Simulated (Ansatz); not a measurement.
Geometry optimisation, RKS PBE/def2-SVP (Ansatz).

input.yaml

```yaml
crystal:
  periodic: [false, false, false]
  atoms:
    - { symbol: Ge, position_ang: [0.0, 0.0, 0.0] }
    - { symbol: O, position_ang: [0.0, 0.0, 2.12] }
    - { symbol: H, position_ang: [-0.9095, -0.2814, 2.4571] }
    - { symbol: Cl, position_ang: [2.0935, 0.0, -0.7393] }
    - { symbol: F, position_ang: [-0.7913, 1.3709, -0.5594] }
    - { symbol: F, position_ang: [-0.7913, -1.3709, -0.5594] }
    - { symbol: "N", position_ang: [1.159, 1.7479, 0.6969] }
    - { symbol: H, position_ang: [2.0156, 1.6075, 1.3053] }
    - { symbol: Si, position_ang: [0.6428, 3.4285, 0.2261] }
    - { symbol: H, position_ang: [0.0517, 3.4008, -1.1086] }
    - { symbol: H, position_ang: [-0.3425, 3.9219, 1.1839] }
    - { symbol: H, position_ang: [1.8045, 4.3128, 0.2249] }
    - { symbol: H, position_ang: [0.7105, 1.0715, 1.7912] }
basis:
  gaussian: { orbitals: def2-SVP }
hamiltonian:
  xc: pbe
relax:
  f_tol: 0.15
  max_steps: 25
  restrain:
    - { distance: [0, 6], at: 3.11, k: 30.0 }
    - { distance: [12, 1], at: 2.21, k: 30.0 }
    - { distance: [0, 1], at: 1.77, k: 30.0 }
    - { distance: [12, 6], at: 1.06, k: 30.0 }
output:
  orbitals: {}
```

Command:

```bash
$ ansatz run input.yaml --threads 4 --pin off --max-ram 5120MiB --backend cpu --events-out ev --progress --plain --runs-dir out
```

Problem. Where does it end, and by what steps?

Solution. The run converged. The restraints hold the end off the free minimum. After 16 steps the energy has fallen by 3.630 eV (the restraints' own energy left out); H12 moved furthest, 1.05 Å. Joined: N7–H13 (1.36 → 1.04 Å).

```csv
step,energy less start (eV),largest force component (eV/Å),accepted
0,0.0000,5.119,yes
1,-1.0516,4.427,yes
2,-1.5985,4.848,yes
3,-2.3633,3.706,yes
4,-3.1736,1.811,yes
5,-3.4266,1.046,yes
6,-3.4389,1.273,no
7,-3.4944,0.679,yes
8,-3.5316,0.561,yes
9,-3.5650,0.522,yes
10,-3.5261,1.716,no
11,-3.5890,0.530,yes
12,-3.5993,0.605,yes
13,-3.6204,0.534,yes
14,-3.6214,0.530,yes
15,-3.6246,0.623,yes
16,-3.6295,0.555,yes
```

```xyz
13
Properties=species:S:1:pos:R:3
Ge -0.201 -0.352 0.066
O -0.145 -0.076 1.816
H -0.714 -0.749 2.243
Cl 1.648 -0.929 -0.837
F -0.965 0.940 -0.811
F -1.305 -1.693 -0.115
N 1.401 2.157 0.929
H 2.396 1.950 0.800
Si 0.765 3.711 0.399
H 0.920 3.816 -1.095
H -0.684 3.746 0.801
H 1.452 4.918 1.003
H 1.073 1.772 1.840
```

Time of the run: 51 s on 4 threads of Arm Neoverse V2 (shared host), peak memory 0.24 GiB.
